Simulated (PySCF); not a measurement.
C₄H₉Al, SMILES C=[CH][Al]([CH3])[CH3].

Geometry optimised at B3LYP-D3(BJ)/def2-SVP. The structure was generated by enumeration; whether it is a known compound was not checked. The values are those of a single conformer.

Two levels are set side by side: TDDFT-PBE/def2-SVPD (PySCF) and TDDFT-LC-ωPBE/def2-SVPD (PySCF). Vertical, same geometry. The lowest singlet is HOMO−1→LUMO 95 % with PBE and HOMO→LUMO 91 % with the other functional; states are paired by order. Differences are taken from unrounded values.

```
quantity                               TDDFT-LC-ωPBE
-------------------------------------  -------------
lowest singlet excitation (eV)                  5.37
lowest triplet excitation (TDA) (eV)            3.84
first bright state (f over 0.05) (eV)           6.62
its oscillator strength                         0.31
```

### Question
What does TDDFT-PBE give, and how far is it from TDDFT-LC-ωPBE? (An estimate is asked for; the answer gives what the named calculation found.)

### Answer

| quantity | TDDFT-PBE | TDDFT-PBE minus TDDFT-LC-ωPBE |
|---|---|---|
| lowest singlet excitation (eV) | 4.44 | -0.92 |
| lowest triplet excitation (TDA) (eV) | 4.00 | 0.16 |
| first bright state (f over 0.05) (eV) | 5.67 | -0.95 |
| its oscillator strength | 0.13 | -0.17 |

A lower first singlet is the usual sign of a functional without exact exchange. Differences between two approximate levels are no errors against the true value.

Rough cost on one machine, each run with all the roots and properties that it gave: TDDFT-LC-ωPBE against TDDFT-PBE about 7 times.
